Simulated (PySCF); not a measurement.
Two species compared at the same levels of theory.

First species: C6H6NOP.
Atom-mapped SMILES: `[CH2:1]=[CH:2][C:3]1=[CH:4][P@:5]1(=[O:6])[CH2:7][C:8]#[N:9]` (hydrogens: H10, H11 on C1; H12 on C2; H13 on C4; H14, H15 on C7)

Second species: C7H15FO.
InChI=1S/C7H15FO/c1-6(5-8)9-7(2,3)4/h6H,5H2,1-4H3/t6-/m1/s1

Levels: PBE0/pcSseg-1 for dipole moment, HOMO energy, LUMO energy and HOMO–LUMO gap; GFN2-xTB for rotational constant A and rotational constant C. Geometries: GFN2-xTB. All species are isolated and taken at one optimised geometry, non-relativistic unless stated; the electronic structure was computed with PySCF and density fitting.

The conformers computed, where there is a choice (atom-mapped SMILES and torsion angles):
- `[CH2:1]=[CH:2][C:3]1=[CH:4][P@:5]1(=[O:6])[CH2:7][C:8]#[N:9]`: C1–C2–C3–C4 180°, C4–P5–C7–C8 -126°
- `[CH3:1][C@H:2]([CH2:3][F:4])[O:5][C:6]([CH3:7])([CH3:8])[CH3:9]`: C1–C2–C3–F4 67°, C1–C2–O5–C6 -124°, C2–O5–C6–C7 -62°

```tsv
property	column X	column Y
dipole moment	1.85 D	5.21 D
HOMO energy	-7.38 eV	-7.76 eV
LUMO energy	1.23 eV	-1.98 eV
HOMO–LUMO gap	8.61 eV	5.78 eV
rotational constant A	2.598 GHz	1.697 GHz
rotational constant C	0.824 GHz	0.912 GHz
```

(1) Which column belongs to which species?

(2) How does each property change from the first species to the second?

Answers

(1) Column X is the second species and column Y the first. The first has 15 atoms and 72 electrons, the second 24 and 74.

(2) dipole moment -3.36 D; HOMO energy +0.38 eV; LUMO energy +3.21 eV; HOMO–LUMO gap +2.83 eV; rotational constant A +0.901 GHz; rotational constant C -0.088 GHz.

On the first: The dipole matches unit charges of opposite sign 1.08 Å apart (1 e·Å = 4.8032 D).

On the second: A dipole of 1.85 D is allowed in C1, and pure rotational transitions are dipole-allowed. The dipole equals about 6.2 × 10⁻³⁰ C·m (1 D = 3.33564 × 10⁻³⁰ C·m).
